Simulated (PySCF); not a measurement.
Computed with B3LYP-D3(BJ)/def2-TZVP // PBE0-D4/def2-SVP (PySCF). Isolated molecules, 0 K electronic values unless said otherwise. One relaxed conformer stands for a flexible species; it need not be the lowest. B3LYP has the VWN-RPA correlation part, as in Gaussian. 

Reference species (SMILES): `C(=O)[C@@]12C[C@H]([C@@H](C2)B)CC1` (neutral, multiplicity 1).

```
Property                  Result
----------------------  --------
S1 oscillator strength     0.000
HOMO–LUMO gap            5.33 eV
LUMO                    -1.75 eV
HOMO                    -7.08 eV
```

Changed species: `B[C@]12CC[C@H](CC1)[C@@H]2C=O`.

What does the change do to the S1 oscillator strength, HOMO–LUMO gap, LUMO and HOMO?

the S1 oscillator strength stays essentially unchanged; the HOMO–LUMO gap rises by 0.10 eV, to 5.43 eV; the LUMO goes up by 0.06 eV, to -1.69 eV; the HOMO falls by 0.04 eV, to -7.12 eV.
